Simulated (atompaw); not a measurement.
## Plane-wave convergence, PAW (atompaw) potential for P

```json
{
  "Element": "P (Z = 15)",
  "Generator": "atompaw 4.2.0.5",
  "Type": "PAW",
  "Functional": "PBE",
  "Relativity": "non-relativistic",
  "Frozen core": "[Ne]",
  "Valence charge": "5",
  "Reference configuration": "3s2 3p2.5 (charge +0.5)",
  "Partial waves": "3s (bound): rc 1.65 bohr; 3s channel at -0.15 Ry: rc 1.65 bohr; 3p (bound): rc 1.70 bohr; 3p channel at 0.3 Ry: rc 1.70 bohr",
  "Local potential": "bessel scheme, radius 1.45 bohr",
  "Core correction": "smooth core density matched at 0.90 bohr",
  "Augmentation charge": "besselshape compensation charge, radius 1.70 bohr; PAW radius 1.70 bohr; waves and projectors: custom rrkj vanderbiltortho"
}
```

The pseudo-atom Hamiltonian at the reference potential is diagonalised in spherical Bessel functions j_l(qr) that vanish at 20 bohr, with q² up to the cutoff. All-electron valence levels (Ry): 3s -1.3489, 3p -0.7112.

Problem. How do the lowest levels (Ry) of each channel move with the cutoff, and are there ghosts?

Solution.

```json
{"cutoff (Ry)": "8", "s #1": "-1.3434", "s #2": "-0.1784", "p #1": "-0.6996", "p #2": "-0.0859", "d #1": "-0.0528", "f #1": "0.0368", "f #2": "0.1485", "Σ f·Δε (mRy)": "40.1"}
{"cutoff (Ry)": "12", "s #1": "-1.3480", "s #2": "-0.1794", "p #1": "-0.7090", "p #2": "-0.0870", "d #1": "-0.0539", "f #1": "0.0368", "f #2": "0.1485", "Σ f·Δε (mRy)": "7.4"}
{"cutoff (Ry)": "15", "s #1": "-1.3486", "s #2": "-0.1795", "p #1": "-0.7104", "p #2": "-0.0871", "d #1": "-0.0541", "f #1": "0.0368", "f #2": "0.1485", "Σ f·Δε (mRy)": "2.8"}
{"cutoff (Ry)": "21", "s #1": "-1.3487", "s #2": "-0.1796", "p #1": "-0.7110", "p #2": "-0.0871", "d #1": "-0.0542", "f #1": "0.0368", "f #2": "0.1485", "Σ f·Δε (mRy)": "1.2"}
{"cutoff (Ry)": "25", "s #1": "-1.3488", "s #2": "-0.1796", "p #1": "-0.7111", "p #2": "-0.0872", "d #1": "-0.0542", "f #1": "0.0368", "f #2": "0.1485", "Σ f·Δε (mRy)": "0.6"}
{"cutoff (Ry)": "35", "s #1": "-1.3489", "s #2": "-0.1796", "p #1": "-0.7112", "p #2": "-0.0872", "d #1": "-0.0542", "f #1": "0.0368", "f #2": "0.1485", "Σ f·Δε (mRy)": "0.1"}
{"cutoff (Ry)": "400", "s #1": "-1.3489", "s #2": "-0.1796", "p #1": "-0.7113", "p #2": "-0.0872", "d #1": "-0.0542", "f #1": "0.0368", "f #2": "0.1485", "Σ f·Δε (mRy)": "0.0"}
```

Result: no extra level below or beside the all-electron valence levels (s, p, d, f tested); 10 mRy is reached at 12 Ry and 1 mRy at 25 Ry.
